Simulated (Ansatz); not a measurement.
TaO4, relaxed as a doublet with UKS r2SCAN-D4/def2-SVP in Ansatz, starting from the GFN1-xTB geometry. Force threshold 0.02 eV/Å.

In the def2 sets Ta takes a core potential; there is no spin–orbit coupling. The structure holds 2 bonds between oxygen atoms, so isomers without such links may lie far lower. The relaxation made no stability test and no search for a lower SCF solution. No other spin state of charge 0 was run. Another isomer (doublet) lies 3.00 eV lower at PBE0-D4/def2-TZVP; other spin states weren't run for this one.

Start:

```
atom    x (Å)    y (Å)    z (Å)
 Ta1   0.2188  -0.0660   0.2901
  O2  -0.9732  -1.0263   1.2342
  O3   1.6553   0.8212  -0.3266
  O4   0.6202   0.8889  -1.2348
  O5  -1.5213  -0.6178   0.0372
```

Task: Estimate the energy that the relaxation releases and the steps that it takes.

Result: 1.29 eV, in 18 steps; 36 s on 4 threads of Arm Neoverse V1 on a shared host. The force fell under the threshold at step 6, but the optimiser went on and released 0.018 eV more. No frequencies were taken in this run, so the end may be a saddle point.

Task: Does the start keep its bonding and symmetry?

Result: By distances, no bond broke or formed. The bond that changes most is Ta1–O3, from 1.80 to 1.94 Å (atoms count from 1). Point group C2v at the start, Cs at the end, both within 0.05 Å.

Task: Predict the relaxed structure.

Result: 
```xyz
5

Ta    0.3598   -0.2931    0.2589
O    -1.0996   -0.9863    1.3395
O     1.7026    0.9855   -0.3242
O     0.5446    0.8668   -1.2467
O    -1.5074   -0.5728   -0.0276
```
Bond lengths: 4 × O–Ta 1.91 to 1.94 Å; 2 × O–O 1.49 Å.
